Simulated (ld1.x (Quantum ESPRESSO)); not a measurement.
**An all-electron radial function and its pseudo partner (antimony)**

Columns: radius, all-electron u(r) and pseudo u(r) of the 5s shell (level -12.88 eV) of antimony in the configuration [Ar] 3d10 4s2 4p6 4d10 5s2 5p3; PBEsol, scalar-relativistic, PAW scheme, ld1.x (Quantum ESPRESSO) 7.5.

| r (bohr) | all-electron | pseudo |
| --- | --- | --- |
| 0.088 | -0.1626 | -0.2783 |
| 0.175 | 0.1299 | -0.5219 |
| 0.262 | 0.2415 | -0.7079 |
| 0.350 | 0.0768 | -0.8197 |
| 0.438 | -0.1544 | -0.8481 |
| 0.525 | -0.3174 | -0.7987 |
| 0.612 | -0.3779 | -0.6861 |
| 0.700 | -0.3467 | -0.5277 |
| 0.788 | -0.2506 | -0.3462 |
| 0.875 | -0.1202 | -0.1630 |
| 0.962 | 0.0237 | 0.0100 |
| 1.050 | 0.1676 | 0.1666 |
| 1.138 | 0.3005 | 0.3022 |
| 1.225 | 0.4159 | 0.4167 |
| 1.312 | 0.5136 | 0.5136 |
| 1.400 | 0.5939 | 0.5939 |
| 1.487 | 0.6561 | 0.6561 |
| 1.575 | 0.7031 | 0.7031 |
| 1.662 | 0.7355 | 0.7355 |
| 1.750 | 0.7560 | 0.7560 |
| 1.838 | 0.7660 | 0.7660 |
| 1.925 | 0.7671 | 0.7671 |
| 2.012 | 0.7610 | 0.7610 |
| 2.100 | 0.7488 | 0.7488 |
| 2.188 | 0.7318 | 0.7318 |
| 2.275 | 0.7112 | 0.7112 |

Q: How many radial nodes do the two functions have?

A: The all-electron 5s function has n − l − 1 = 4 (the table is too coarse to show those close to the nucleus); the pseudo-wave has 1, since 1 lower shell of the same l stays in the valence.

Q: At about which radius was the pseudo-wave matched?

A: 1.35 bohr, where the columns begin to agree (steps of 0.09 bohr).

Q: Is the pseudo-wave norm-conserving?

A: No, it belongs to a PAW set: the norm inside the radius is not constrained, and the difference is carried by the augmentation charge.
